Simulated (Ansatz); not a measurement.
Geometry optimisation, Ansatz, RKS B3LYP-D4/STO-3G.

Input:

```yaml
crystal:
  periodic: [false, false, false]
  atoms:
    - { symbol: B, position_ang: [-0.1461, 0.3228, -2.2755] }
    - { symbol: Si, position_ang: [0.325, -0.5234, -0.6456] }
    - { symbol: C, position_ang: [-0.3377, 0.4578, 0.8073] }
    - { symbol: C, position_ang: [0.17311, 1.89834, 0.69] }
    - { symbol: O, position_ang: [1.3987, 2.05916, 0.94708] }
    - { symbol: H, position_ang: [-1.3385, 0.5559, -2.5266] }
    - { symbol: H, position_ang: [0.6576, 0.7453, -3.04] }
    - { symbol: H, position_ang: [-0.2062, -1.8572, -0.6253] }
    - { symbol: H, position_ang: [1.7992, -0.589, -0.5384] }
    - { symbol: H, position_ang: [-1.45328, 0.54533, 0.71146] }
    - { symbol: H, position_ang: [-0.07018, 0.00766, 1.75916] }
    - { symbol: H, position_ang: [-0.46649, 2.73611, 0.55647] }
basis:
  gaussian: { orbitals: STO-3G }
hamiltonian:
  xc: b3lyp
  dispersion: d4
relax:
  f_tol: 0.015
  max_steps: 40
```

Launched with:

```bash
$ ansatz run input.yaml --threads 1 --pin off --max-ram 2048MiB --backend cpu --events-out ev --progress --plain --runs-dir out
```

Task: Where does it end, and by what steps?

Result: The forces met the threshold. The force dipped under the threshold on the way, but the program's further checks kept it going. Limits of this set-up: minimal basis. After 37 steps the energy has fallen by 0.571 eV; H7 moved furthest, 0.84 Å.

| step | energy less start (eV) | largest force component (eV/Å) | accepted |
| --- | --- | --- | --- |
| 0 | 0.0000 | 3.637 | yes |
| 2 | -0.4055 | 2.334 | yes |
| 4 | -0.5185 | 0.307 | yes |
| 6 | -0.5421 | 0.152 | yes |
| 8 | -0.5598 | 0.142 | yes |
| 10 | -0.5620 | 0.138 | yes |
| 12 | -0.5657 | 0.037 | yes |
| 14 | -0.5555 | 0.502 | no |
| 16 | -0.5672 | 0.184 | no |
| 18 | -0.5682 | 0.020 | yes |
| 20 | -0.5686 | 0.125 | no |
| 22 | -0.5695 | 0.026 | yes |
| 24 | -0.5701 | 0.081 | yes |
| 26 | -0.5705 | 0.016 | yes |
| 28 | -0.5704 | 0.113 | no |
| 30 | -0.5709 | 0.012 | yes |
| 32 | -0.5712 | 0.022 | yes |
| 34 | -0.5711 | 0.042 | no |
| 36 | -0.5713 | 0.018 | yes |
| 37 | -0.5713 | 0.008 | yes |

```xyz
12
Properties=species:S:1:pos:R:3
B -0.211 0.355 -2.388
Si 0.360 -0.468 -0.699
C -0.285 0.439 0.835
C 0.194 1.914 0.871
O 1.088 2.365 1.624
H -1.096 1.124 -2.441
H 0.312 0.075 -3.401
H -0.158 -1.822 -0.661
H 1.802 -0.554 -0.613
H -1.386 0.433 0.821
H 0.052 -0.072 1.750
H -0.336 2.570 0.121
```

Time of the run: 110 s on 1 thread of Arm Neoverse V1, with other jobs on the host, peak memory 0.14 GiB.
